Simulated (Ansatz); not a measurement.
Wavefunction ladder for BGaH$_{4}$O, SMILES `[BH2][GaH][OH]`

Cartesian coordinates in Å:
```
B 1.226 -0.264 0.582
Ga -0.281 0.295 -0.742
O -2.005 0.159 -0.245
H 1.656 -1.380 0.616
H 1.717 0.515 1.348
H -0.175 0.853 -2.201
H -2.138 -0.178 0.643
```

The species carries charge 0 and has multiplicity 1. Correlated methods include outer-core shells of Ga, which these sets cover unevenly. Scalar relativity is left out up to krypton. The geometry is a stationary point of PBE0-D4/def2-TZVP. It is one conformer, not always the lowest. Frozen core, restricted reference, Ansatz 0.2.0.

```
     basis      HF (Eh)  MP2 corr.  CCSD corr.       (T)  CCSD(T) total
  def2-SVP  -2024.77594   -0.48590    -0.50565         ?              ?
def2-TZVPP  -2025.15182   -0.57414           ?  -0.02169              ?
def2-QZVPP            ?          ?           –         –              –
```

(1) Fill in the withheld values. (Best estimate.)

Results:

(1) Ansatz gave: def2-SVP (T): -0.01372; def2-SVP CCSD(T) total: -2025.29531; def2-TZVPP CCSD corr.: -0.59334; def2-TZVPP CCSD(T) total: -2025.76685; def2-QZVPP HF (Eh): -2025.19752; def2-QZVPP MP2 corr.: -0.84806.
